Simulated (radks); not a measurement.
Task: These are the eigenvalues of the occupied orbitals of an atom or ion with whole-number occupations (Ry). All-electron calculation, scalar-relativistic Kohn-Sham, LB94 model potential, spin-polarised, spherical densities, finite nucleus; Fermi nuclear charge, rms radius of each element as measured or else 0.836 A^(1/3) + 0.57 fm. Program: a radial shooting solver on a logarithmic mesh with Libxc functionals.

1s down: -246.4982
1s up: -246.3199
2s up: -50.49305
2s down: -49.85420
2p up: -47.60761

Which element is it, and in what charge state? The configuration may be excited. Open shells, if any, are filled with parallel spins first.

Result: Z = 17, chlorine, charge +12: Cl12+ in [He] 2s2 2p1. The list shows which subshells hold electrons but not how many an open one holds; the 1s level, -123.25 hartree, gives Z - s = 15.7 by -(Z - s)^2/2, which with screening and relativity narrows Z to a few neighbours, and the depths of the outer levels then fix element, charge and occupations together.
